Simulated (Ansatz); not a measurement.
Consider the homolysis of the O–Si bond: `O[Si](F)(F)Br` → `[OH]`• + `F[Si](F)Br`•.

Isolated molecules relaxed with PBE0-D4/def2-TZVP in Ansatz; ΔE leaves out vibrations. CBS: MP2 limit from def2 TZ/QZ plus the TZ coupled-cluster correction, frozen cores. This one scheme is used for every species. DFT in def2-TZVPP. B3LYP here is the variant with VWN-RPA as its local correlation; programs differ in this. Open shells (•) are unrestricted, without spin–orbit coupling. For Br outer-core shells are correlated without core-valence functions, which leaves a few kJ/mol of doubt a bond. Scalar relativity is left out up to krypton. Each species was taken in one conformer, which may not be the lowest.

```
         level  ΔE (kcal/mol)
    r2SCANh-D4          131.6
        B2PLYP          134.4
         B3LYP          129.7
CCSD/CBS(def2)          138.1
```

(1) What does CCSD(T)/CBS give? (An estimate is asked.)

Largest T1 diagnostic among the species: 0.012.

Results:

(1) Ansatz gave: +140.0 kcal/mol. The listed levels differ from it by -8.4, -5.6, -10.3, -1.9 kcal/mol.

From BLYP to BHLYP (50 % exact exchange), in def2-TZVPP and without D4, ΔE moves by +2.9 kcal/mol. Leaving LDA and LC-ωPBE aside and taking each functional with its dispersion term where it has one, the values, not all of them listed here, spread over 10.7 kcal/mol, from revPBE-D4 to ωB97M-V. LDA lies +22.0 kcal/mol from PBE without D4, its usual overbinding.

CCSD(T)/CBS has its own doubt, a few kJ/mol and more with outer-core shells, so smaller differences from it don't rank the levels.
